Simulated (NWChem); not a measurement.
System meant: AsF$_{2}$, doublet; SMILES F[As]F

Here is an NWChem input.

```
start job
memory heap 200 mb stack 900 mb global 1100 mb
geometry units angstroms noautoz
  F      1.303137     0.000000    -0.764621
  As     0.000000     0.000000     0.387230
  F     -1.303137     0.000000    -0.764621
end
basis spherical
  * library def2-svp
end
dft
  odft
  mult 2
  xc pbe0
  iterations 4
  mulliken
end
task dft energy
```

End of the output:

```
     --------------------------
     Expectation value of S2:
     --------------------------
      <S2> =      0.7535 (Exact =     0.7500)

 center of mass
 --------------
 x =   0.00000000 y =   0.00000000 z =   0.03579188

 moments of inertia (a.u.)
 ------------------
         119.448205467248           0.000000000000           0.000000000000
           0.000000000000         349.870685302820           0.000000000000
           0.000000000000           0.000000000000         230.422479835572

     Multipole analysis of the density
     ---------------------------------

     L   x y z        total         alpha         beta         nuclear
     -   - - -        -----         -----         ----         -------
     0   0 0 0     -0.000000    -26.000000    -25.000000     51.000000

     1   1 0 0     -0.000000      0.000000     -0.000000      0.000000
     1   0 1 0      0.000000      0.000000     -0.000000      0.000000
     1   0 0 1      0.893527      0.124059      0.769468      0.000000

     2   2 0 0    -21.698131    -66.305966    -64.548848    109.156683
     2   1 1 0      0.000000      0.000000      0.000000      0.000000
     2   1 0 1      0.000000      0.000000     -0.000000      0.000000
     2   0 2 0    -19.484347    -11.674722     -7.809625      0.000000
     2   0 1 1      0.000000      0.000000      0.000000      0.000000
     2   0 0 2    -19.962631    -38.570433    -36.575356     55.183158

 ------------------------------------------------------------------------
 dft energy failed                                                                                  0
 ------------------------------------------------------------------------
 ------------------------------------------------------------------------
  current input line :
    18: task dft energy
 ------------------------------------------------------------------------
 ------------------------------------------------------------------------
 This type of error is most commonly associated with calculations not reaching convergence criteria
 ------------------------------------------------------------------------
 For more information see the NWChem manual at https://nwchemgit.github.io

0:dft energy failed:Received an Error in Communication
```

Problem. Find the fault in this run and fix the input.

Solution. The run did not converge; its last values are not results. Cause: the SCF was allowed too few iterations. This input runs:
```
start job
memory heap 200 mb stack 900 mb global 1100 mb
geometry units angstroms noautoz
  F      1.303137     0.000000    -0.764621
  As     0.000000     0.000000     0.387230
  F     -1.303137     0.000000    -0.764621
end
basis spherical
  F library def2-svp
  As library def2-svp
end
dft
  odft
  mult 2
  xc pbe0
  iterations 150
  mulliken
end
task dft energy
```
It converges to -2434.67472 Ha (PBE0/def2-SVP, spin-unrestricted).
